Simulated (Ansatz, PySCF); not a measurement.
Molecule: sum formula SiNH₂F₂, charge 0, multiplicity 2. It need not be the lowest isomer of its formula. 
Structure (B3LYP-D3(BJ)/def2-TZVP (Ansatz, a first-principles code) minimum search):
```xyz
6

Si    -0.1272    -0.2520    -0.2701
F     -0.7469    -0.7198     1.1306
F     -0.7289     1.1822    -0.6522
N      1.5535    -0.0429    -0.0301
H      2.0880    -0.7758     0.4134
H      2.0995     0.4415    -0.7277
```
Charge 0, spin multiplicity 2.

Wanted: atomisation energy (electronic, to ground-state atoms), in eV. Cores are frozen in the correlated levels unless marked. UHF or UKS for open shells. Spin-orbit coupling is left out. No relativistic terms. The coupled-cluster limit lacks core correlation, which all-electron functionals hold. Basis-set limits of correlation are two-point, X^-3; Hartree-Fock from the larger set.

```
level                                       program  atomisation energy (eV)
------------------------------------  -------------  -----------------------
TPSSh-D4/def2-TZVPD                   PySCF + dftd4                    23.40
SCS-MP2/cc-pV(Q+d)Z                          Ansatz                    23.94
CCSD/cc-pV(D+d)Z                             Ansatz                    20.21
CCSD(T)/CBS(cc-pV(T+d)Z,cc-pV(Q+d)Z)         Ansatz                        …
```

Task: What belongs in the gaps?

Result: 
- CCSD(T)/CBS(cc-pV(T+d)Z,cc-pV(Q+d)Z), atomisation energy (eV): 23.69
